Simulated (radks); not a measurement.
Q: Radial electron density D(r) = 4 pi r^2 rho(r) of an atom or ion with 20 electrons. All-electron calculation, non-relativistic Kohn-Sham, PBE, spin-polarised, spherical densities, point nucleus. Program: a radial shooting solver on a logarithmic mesh with Libxc functionals.

```
   r/bohr * D(r) (the largest magnitude, 33.2, reaches the edge; | marks zero)
 0.005138 |   *
 0.005793 |     *
 0.006531 |      *
 0.007306 |       *
 0.008237 |         *
 0.009287 |           *
  0.01039 |             *
  0.01171 |                *
  0.01321 |                   *
  0.01477 |                      *
  0.01665 |                          *
  0.01878 |                             *
    0.021 |                                 *
  0.02368 |                                     *
   0.0267 |                                         *
  0.02986 |                                            *
  0.03367 |                                              *
  0.03796 |                                                *
  0.04246 |                                                 *
  0.04788 |                                                *
  0.05398 |                                               *
  0.06038 |                                             *
  0.06808 |                                          *
  0.07676 |                                        *
  0.08585 |                                      *
   0.0968 |                                      *
   0.1091 |                                       *
   0.1221 |                                         *
   0.1376 |                                             *
   0.1552 |                                                  *
   0.1736 |                                                     *
   0.1957 |                                                      *
   0.2207 |                                                    *
   0.2468 |                                                *
   0.2783 |                                         *
   0.3138 |                                 *
   0.3509 |                          *
   0.3957 |                    *
   0.4461 |                 *
    0.499 |                 *
   0.5626 |                   *
   0.6344 |                     *
   0.7096 |                      *
      0.8 |                     *
    0.902 |                  *
    1.009 |              *
    1.138 |          *
    1.283 |      *
    1.435 |   *
    1.617 | *
    1.824 |*
     2.04 *
      2.3 *
    2.593 *
      2.9 *
     3.27 *
```

What is the nuclear charge?

A: Z = 25. The innermost maximum, from 1s, lies near 1/Z = 0.04 bohr (found: 0.0431), and its height grows with Z. The density is that of the manganese ion Mn5+ in [Ar] 3d2; the configuration itself is not fixed sharply by these data, and Z only to about a unit. D(r) has 3 maxima, at r = 0.0431, 0.196, 0.715 bohr, and minima at 0.0938, 0.472 bohr, inside which lie 2.11, 10.53 electrons.
